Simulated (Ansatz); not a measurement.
One change: `CO[CH2][ZnH]` becomes `CO[CH2][GaH][OH]`.

Ansatz, PBE0-D4/def2-TZVP geometries, multiplicity 1. Each molecule was computed in one conformer, which needn't be the lowest.

Scalar relativity is left out up to krypton.

```json
{"property": "HOMO energy (PBE/def2-TZVPP) / eV", "`CO[CH2][ZnH]`": "-5.74"}
{"property": "HOMO–LUMO gap (PBE/def2-TZVPP) / eV", "`CO[CH2][ZnH]`": "4.52"}
{"property": "HOMO–LUMO gap (PBE0/def2-TZVPP) / eV", "`CO[CH2][ZnH]`": "6.80"}
{"property": "size of the dipole moment (ωB97M-V/def2-TZVPP) / D", "`CO[CH2][ZnH]`": "1.34"}
{"property": "HOMO energy (ωB97M-V/def2-TZVPP) / eV", "`CO[CH2][ZnH]`": "-9.47"}
{"property": "size of the dipole moment (PBE/def2-TZVPP) / D", "`CO[CH2][ZnH]`": "1.29"}
```

Q: Give the same properties after the change, and the shifts. (Best estimate.)

A: Ansatz gave: 
```csv
property,`CO[CH2][GaH][OH]`,shift
HOMO energy (PBE/def2-TZVPP) / eV,-5.49,0.25
HOMO–LUMO gap (PBE/def2-TZVPP) / eV,3.85,-0.67
HOMO–LUMO gap (PBE0/def2-TZVPP) / eV,6.00,-0.80
size of the dipole moment (ωB97M-V/def2-TZVPP) / D,1.32,-0.02
HOMO energy (ωB97M-V/def2-TZVPP) / eV,-9.14,0.33
size of the dipole moment (PBE/def2-TZVPP) / D,1.12,-0.17
```

With PBE0 the HOMO rises by 0.39 eV and the LUMO falls by 0.41 eV, so the gap narrows by about 0.80 eV. PBE moves the HOMO by 0.25 eV and ωB97M-V by 0.33 eV. Dipoles are sizes alone; their direction can turn.
